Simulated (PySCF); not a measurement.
An EPR property job and its printed output. Input:

```
{"job": {"kind": "epr", "basis": "pcH-1"}, "charge": 0, "multiplicity": 2}
C      2.234794     0.106463    -0.283292
C      0.794436     0.056525     0.220736
C      0.063879     1.357342    -0.120247
C     -1.388634     1.314544     0.158385
B     -2.118275     0.043384     0.494534
C     -1.319918    -1.315004     0.309254
C      0.037305    -1.132906    -0.373666
H      2.760813     0.963675     0.133348
H      2.771221    -0.795285     0.003920
H      2.257591     0.183517    -1.369207
H      0.808154    -0.054806     1.311004
H      0.198093     1.573433    -1.191701
H      0.529264     2.201469     0.404768
H     -1.887561     2.269820     0.037393
H     -3.221645     0.040799     0.893147
H     -1.159415    -1.739378     1.307429
H     -1.899305    -2.067366    -0.231464
H      0.641728    -2.038236    -0.269116
H     -0.112330    -0.958740    -1.442687
```

Computed with UKS B3LYP, pcH-1 on B C H, non-relativistic, mean-field spin-orbit, GIAO in PySCF 2.14.0. Geometry: GFN2-xTB, one conformer, isolated molecule. Couplings are sensitive to structure, and on GFN2-xTB geometries they can be far from those on DFT ones.

Output of the driver script. The program numbers atoms from 0.

```
UKS, coarse grid
  cycle   1  E = -260.62409574  |g| = 3.67e-01
  cycle   2  E = -260.59508407  |g| = 4.44e-01
  cycle   3  E = -260.70060428  |g| = 4.17e-02
  cycle   4  E = -260.70129930  |g| = 2.19e-02
  cycle   5  E = -260.70153942  |g| = 5.54e-03
  cycle   6  E = -260.70155713  |g| = 1.39e-03
  cycle   7  E = -260.70155835  |g| = 7.44e-04
UKS, final grid
  cycle   1  E = -260.70153190  |g| = 7.85e-04
  cycle   2  E = -260.70153181  |g| = 9.16e-04
  cycle   3  E = -260.70153224  |g| = 8.28e-05
  cycle   4  E = -260.70153224  |g| = 3.58e-05
  cycle   5  E = -260.70153224  |g| = 9.22e-06
E = -260.70153224 Eh   <S^2> = 0.7527 (exact 0.7500)
g shifts (ppm)      1          2          3
  rmc          -116       -116       -116
  gc              4         23         15
  oz_so         -12        358        751
  total        -123        266        651
hyperfine (MHz)  atom isotope    a_iso     a_fc   dipolar eigenvalues
    0   13C      -1.01      -1.01     -0.39     -0.04      0.43
    1   13C       1.37       1.37     -0.90     -0.68      1.58
    2   13C     -22.90     -22.90     -3.31      0.09      3.22
    3   13C      47.55      47.55    -60.84    -60.28    121.12
    4   11B     -10.53     -10.53    -13.84     -6.71     20.55
    5   13C      -1.37      -1.37     -2.09     -0.70      2.79
    6   13C      -1.23      -1.23     -0.64     -0.51      1.15
    7    1H       0.26       0.26     -0.99     -0.97      1.97
    8    1H      -0.49      -0.49     -0.73     -0.66      1.39
    9    1H       1.37       1.37     -1.21     -0.90      2.11
   10    1H      -1.34      -1.34     -2.98     -2.25      5.23
   11    1H     132.53     132.53     -5.65     -2.12      7.77
   12    1H      76.39      76.39     -4.80     -3.50      8.30
   13    1H     -43.54     -43.54    -28.80     -2.00     30.80
   14    1H      -6.56      -6.56     -8.21     -2.78     11.00
   15    1H      43.93      43.93     -3.05     -1.09      4.13
   16    1H      11.61      11.61     -2.55     -2.28      4.83
   17    1H      -0.69      -0.69     -1.26     -1.01      2.27
   18    1H      -0.21      -0.21     -2.60     -2.03      4.63
```

|g| in the SCF lines is the orbital gradient. In the g block, columns 1 to 3 are the principal axes in rising order; rmc is the relativistic mass correction, gc the gauge correction and oz_so the orbital-Zeeman/spin–orbit term. a_fc is the Fermi-contact part of a_iso, here all of it, since this run has no spin–orbit term in the hyperfine coupling.

(1) Is the state sound, as far as the log shows?

(2) What are the principal g values and g_iso?

(3) Which couplings shape the isotropic spectrum at natural abundance (0.05 mT or more)? Keep the log's numbering.

(4) What are the principal values of the full tensor of atom 13 (1H)?

Answers

(1) The SCF converged after 12 cycles in all, 7 of them on the coarse grid; no stability test was run. ⟨S²⟩ = 0.7527 against the exact 0.7500, so spin contamination is small.

(2) Adding the total shifts to 2.002319 gives 2.00220, 2.00259, 2.00297; their mean shift is 265 ppm, so g_iso = 2.00258.

(3) atom 11 (1H, I = 1/2): 132.5 MHz = 4.73 mT in magnitude, a 1:1 doublet; atom 12 (1H, I = 1/2): 76.4 MHz = 2.73 mT in magnitude, a 1:1 doublet; atom 15 (1H, I = 1/2): 43.9 MHz = 1.57 mT in magnitude, a 1:1 doublet; atom 13 (1H, I = 1/2): -43.5 MHz = 1.55 mT in magnitude, a 1:1 doublet; atom 16 (1H, I = 1/2): 11.6 MHz = 0.41 mT in magnitude, a 1:1 doublet; atom 4 (11B, I = 3/2): -10.5 MHz = 0.38 mT in magnitude, a 1:1:1:1 quartet; atom 14 (1H, I = 1/2): -6.6 MHz = 0.23 mT in magnitude, a 1:1 doublet. Together 256 lines to first order. Main isotope only: 11B (natural samples also hold 20 % 10B, magnetic too, which adds its own pattern).

(4) a_iso plus each dipolar eigenvalue: -72.34, -45.54, -12.73 MHz.

The species is `C[C@H]1C[CH]BCC1` [radical]. The run used 295 basis functions and 5 iterations of the response equations.
Labels such as C1 count atoms from 1, the log's own numbers from 0.
